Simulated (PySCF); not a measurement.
[IrF6]3- (charge -3 and singlet state).
Geometry (PBE0-D3(BJ)/def2-SVP, Å), atoms numbered from 1 in this order:
```
atom  x, y, z in Å
Ir1    0.0000    0.0000    0.0000
F2    -0.0270   -0.0144    2.0569
F3     0.0271    0.0145   -2.0570
F4     2.0570    0.0082    0.0271
F5    -2.0569   -0.0084   -0.0271
F6    -0.0082    2.0571    0.0142
F7     0.0080   -2.0570   -0.0142
```

Jobs on this species (7 atoms, 134 electrons) with PySCF (density fitting). Hardware of each: one thread, x86-64 server (shared host). Times come from a shared host and carry two figures at best.

| level and settings | work | basis functions | SCF cycles | wall time |
| --- | --- | --- | --- | --- |
| B3LYP/pcSseg-1 (def2-TZVP on Ir) | shieldings | 142 | ? | ? |
| PBE0/pcSseg-1 (def2-TZVP on Ir) | shieldings, charges and field gradients | 142 | 11 | 11 s |
| PBE0-D3(BJ)/def2-SVP, grid level 1 | geometry optimisation from a GFN2-xTB start | 116 | 26 | 26 s |

Task: Fill in the missing figures.

Result: 
- B3LYP/pcSseg-1 (def2-TZVP on Ir); shieldings: 11 s, 10 SCF cycles

Task: What do all jobs in the table cost together?

Result: About 48 s; the longest takes about 54 % of that, and about 2.4 times as long as the shortest.
